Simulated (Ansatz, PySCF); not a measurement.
Gas-phase reaction R1 + R2 → P1, each structure at its B3LYP-D3(BJ)/def2-TZVP stationary point, reached from a drawn start (curvature not checked).
R1: H2O (SMILES O), charge 0, multiplicity 1.
R2, BHO2 (SMILES O=BO) (charge 0, multiplicity 1):
```xyz
4

B     -0.212    -0.064     0.461
O     -0.321    -0.096     1.668
O     -0.151    -0.045    -0.861
H      0.684     0.205    -1.268
```
P1: BH3O3 (SMILES OB(O)O), charge 0, multiplicity 1.

P less R. No zero-point or thermal terms. One arrangement of each flexible species, with no search for the lowest.

Correlated levels freeze the cores.

Codes used: Ansatz (a program for electronic structure) with Gaussian orbitals; PySCF for the D3/D4 terms. Each number belongs to the level named beside it.

PBE/def2-TZVPP gives -51.60 kcal/mol for the reaction energy.

Question: Predict the shift from PBE, with its sign, for: PBE-D3(BJ)/def2-TZVPP, r2SCAN/def2-TZVPP, PBE0/def2-TZVPP, wB97M-V/def2-TZVPP, B2PLYP/def2-TZVPP, MP2/cc-pVQZ, CCSD(T)/cc-pVQZ.

Answer: PBE-D3(BJ)/def2-TZVPP -0.82; r2SCAN/def2-TZVPP -4.61; PBE0/def2-TZVPP -4.51; wB97M-V/def2-TZVPP -3.92; B2PLYP/def2-TZVPP -0.60; MP2/cc-pVQZ -1.62; CCSD(T)/cc-pVQZ -3.02 kcal/mol. 0 of 7 lie above PBE; the widest gap is to r2SCAN/def2-TZVPP.
